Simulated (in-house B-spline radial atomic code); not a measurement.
Radial electron density of Dy XXXIX (Dy38+), [Ar] 3d10. Computed with a radial B-spline atomic code at the basis-set limit: scalar-relativistic (X2C) PW91, spin-polarised, spherical fractional occupations, Fermi nucleus of rms radius 5.2218 fm.

One-electron X2C: radii and densities carry no picture-change correction, so inner-shell <1/r> comes out high (for 1s by about 2 % at Z = 33, 5 % at 54, 10 % at 75, 30 % at 118) and <r> low.

Columns: r (bohr), 4πr²n(r) (electrons per bohr), bar.

```
0.000501     2.68 #
0.000593    3.437 #
0.000701    4.389 ##
0.000829    5.595 ##
 0.00098    7.108 ###
 0.00116    9.018 ###
 0.00137    11.36 ####
 0.00162    14.27 #####
 0.00192    17.89 #######
 0.00227     22.2 ########
 0.00268    27.29 ##########
 0.00317    33.32 #############
 0.00375    40.24 ###############
 0.00444    48.02 ##################
 0.00525    56.34 ######################
  0.0062    64.86 #########################
 0.00734    73.24 ############################
 0.00868    80.62 ###############################
  0.0103    86.37 #################################
  0.0121    89.43 ##################################
  0.0144    89.69 ##################################
   0.017    87.12 #################################
  0.0201    82.68 ################################
  0.0237    78.31 ##############################
  0.0281    76.32 #############################
  0.0332    79.09 ##############################
  0.0393    87.43 #################################
  0.0464    99.28 ######################################
  0.0549    110.4 ##########################################
  0.0649    115.1 ############################################
  0.0768    110.2 ##########################################
  0.0908    98.08 #####################################
   0.107     86.4 #################################
   0.127    82.51 ################################
    0.15    88.03 ##################################
   0.178    94.76 ####################################
    0.21    90.96 ###################################
   0.248    72.62 ############################
   0.294    45.56 #################
   0.347     22.2 ########
   0.411    7.821 ###
   0.486    1.958 #
   0.575   0.3248 
    0.68  0.03326 
   0.804 0.001967
```

On this grid the curve has 3 maxima, near 0.0144, 0.0649, 0.178 bohr.

The 3p up radial function P(r) = rR(r), positive near the nucleus:

| r (bohr) | P |
| --- | --- |
| 0.000424 | 0.002324 |
| 0.000593 | 0.00378 |
| 0.000829 | 0.006227 |
| 0.00116 | 0.01041 |
| 0.00162 | 0.01754 |
| 0.00227 | 0.02996 |
| 0.00317 | 0.05114 |
| 0.00444 | 0.08766 |
| 0.0062 | 0.1485 |
| 0.00868 | 0.2489 |
| 0.0121 | 0.404 |
| 0.017 | 0.6356 |
| 0.0237 | 0.9282 |
| 0.0332 | 1.232 |
| 0.0464 | 1.381 |
| 0.0649 | 1.12 |
| 0.0908 | 0.2336 |
| 0.127 | -1.111 |
| 0.178 | -2.175 |
| 0.248 | -2.157 |
| 0.347 | -1.223 |
| 0.486 | -0.3555 |
| 0.68 | -0.04297 |
